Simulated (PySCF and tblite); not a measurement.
The numbers below are computed, except where a source is named.
C₆H₆O₃, numbered as in [CH3:1][O:2][C:3](=[O:4])[c:5]1[cH:6][cH:7][o:8][cH:9]1.

Search: ETKDG and KDG, MMFF94s, GFN2-xTB, 90 starts; geometries at GFN2-xTB. Weights use B3LYP-D3(BJ)/def2-SVP (IEF-PCM, chloroform) energies plus GFN2-xTB zero-point and thermal terms (modes under about 100 cm⁻¹ blended into free rotors). Symmetry numbers and mirror images are counted. Conformers within 3 kcal/mol (GFN2-xTB free energy) were kept, 10 at most. GIAO shieldings: B97-2/pcSseg-1 (IEF-PCM, chloroform). Shifts are against TMS (¹H), TMS (¹³C) at the same level. Programs: PySCF with density fitting and tblite.

List the conformer-averaged shifts at 298.15 K.

¹H: 8.26 (H9, 1H), 7.67 (H7, 1H), 7.18 (H6, 1H), 4.15 (H1, 3H) ppm. ¹³C: 168.8 (C3), 152.7 (C9), 146.6 (C7), 124.1 (C5), 116.6 (C6), 54.5 (C1) ppm.

How do the conformers differ?

Torsions listed: C1–O2–C3–O4, O2–C3–C5–C6.
```json
{"conformer": "1", "shape": "0°, 180°", "weight %": "58.7"}
{"conformer": "2", "shape": "0°, 0°", "weight %": "41.3"}
```

| signal | 1 | 2 | average |
| --- | --- | --- | --- |
| H1 | 4.14 | 4.15 | 4.15 |
| H6 | 7.23 | 7.10 | 7.18 |
| H7 | 7.68 | 7.64 | 7.67 |
| H9 | 8.19 | 8.36 | 8.26 |
| C1 | 54.5 | 54.5 | 54.5 |
| C3 | 168.8 | 169.0 | 168.8 |
| C5 | 124.0 | 124.2 | 124.1 |
| C6 | 116.8 | 116.3 | 116.6 |
| C7 | 146.7 | 146.5 | 146.6 |
| C9 | 152.3 | 153.2 | 152.7 |

The minima are those of GFN2-xTB; planar forms about aryl–S or allylic bonds may be saddles in DFT. Shifts are unscaled: against experiment ¹³C can be off by 15 ppm or more and ¹H by 0.8 ppm.


Conformer gaps in def2-SVP on xTB geometries can be 2 kcal/mol too large for S=O, P=O and other polar bonds.